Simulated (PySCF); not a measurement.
H$_{2}$AlO$_{2}$ (SMILES [OH][Al+][OH]), charge +1, singlet, at a GFN2-xTB geometry (such geometries of metal compounds can be far from the true shape). Base run: CCSD/6-31G run with PySCF.

PySCF was given this input:
```python
from pyscf import gto, scf, cc

mol = gto.Mole()
mol.atom = '''
    Al    0.001321    0.023369    0.005604
    O     1.237463    0.111111   -1.016951
    H     1.881588    0.603802   -1.537268
    O    -1.244159   -0.229572    0.988542
    H    -1.845195    0.040093    1.691683
'''
mol.basis = '6-31g'
mol.charge = 1
mol.spin = 0
mol.verbose = 4
mol.build()

mf = scf.RHF(mol)
mf.kernel()

mycc = cc.CCSD(mf)
mycc.kernel()
print('E(CCSD) = %.10f' % mycc.e_tot)
mf.analyze()
```

The base run was repeated with changes; each row names its change, and settings that it needs were set with it.

```tsv
change	ΔE vs base (mEh)	MP2 correlation (Eh)	CC correlation without the perturbative part (Eh)	basis functions
base	0.000	-0.27945	-0.28310	35
density fitting = JK and correlation	0.066	-0.27944	-0.28310	35
method = ccsd(t)	…	-0.27945	-0.28310	35
frozen = 6	5.018	-0.27404	-0.27808	35
method = mp2	…	-0.27945	-	35
cc.conv_tol = 1e-5	0.000	-0.27945	-0.28310	35
frozen = 7	5.400	-0.27366	-0.27770	35
cc.level_shift = 0.2	0.000	-0.27945	-0.28310	35
cc.direct = True	0.000	-0.27945	-0.28310	35
cc.iterative_damping = 0.8	0.000	-0.27945	-0.28310	35
```

Q: Fill in the missing entries.

A: 
- method = ccsd(t), ΔE vs base (mEh): -4.700
- method = mp2, ΔE vs base (mEh): 3.651
